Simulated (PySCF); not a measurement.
## Electron correlation in Fe⁺ (iron, charge +1)

[Ar] 3d5 4s2, high-spin 6S determinant (an excited configuration). Computed with PySCF 2.14 in aug-cc-pVTZ with one added diffuse shell each of s, p, d, f, g type (9s8p6d4f3g, 118 functions), with the non-relativistic Hamiltonian (point nucleus). Frozen: [Ar]; 7 electrons correlated.

MP2 pair energies summed by pair of shells (mhartree):

| pair | energy | share (%) |
| --- | --- | --- |
| 3d-3d | -67.95 | 54.3 |
| 3d-4s | -31.01 | 24.8 |
| 4s-4s | -26.18 | 20.9 |

Total MP2 correlation energy: -125.14 mhartree.

Same-spin part -81.42 and opposite-spin part -43.72 mhartree; SCS-MP2 scales them by 1/3 and 6/5 to -79.60 mhartree.
